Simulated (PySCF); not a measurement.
A run that did not reach its result, on `C#CC#CB(C)C` (driver script around PySCF, density fitting, GFN2-xTB geometry as the base; each input is a line of settings and coordinates in Å).

Command:
```bash
OMP_NUM_THREADS=1 python probes_run.py task.json out
```
Input:
```
{"job": {"kind": "j", "xc": "HCTH407", "basis": "cc-pVDZ-PP", "scf": {"guess": "1e", "max_cycle": 62}}, "charge": 2, "multiplicity": 1}
C      4.329454     0.702203    -0.012042
C      3.138596     0.514873    -0.050481
C      1.800389     0.301042    -0.093791
C      0.599022     0.107658    -0.131489
B     -0.878180    -0.150313    -0.170148
C     -1.440453    -1.576830     0.209689
C     -1.850362     1.021801    -0.593747
H      5.364495     0.865510     0.021310
H     -2.137464    -1.498299     1.043599
H     -2.012725    -1.991979    -0.619513
H     -0.675859    -2.300332     0.481962
H     -1.732221     1.878349     0.069669
H     -2.900486     0.740388    -0.590747
H     -1.604884     1.385456    -1.591414
```

Output:
```
KeyError: 'Element c (Z=6) not found in basis cc-pVDZ-PP version 0'
```

Question: Diagnose the run.

Answer: The basis cc-pVDZ-PP in the Basis Set Exchange has no functions for carbon, so the input was refused before any integral. The charge was set to +2 in place of 0. Choose a basis that covers all elements. The run gave no result.
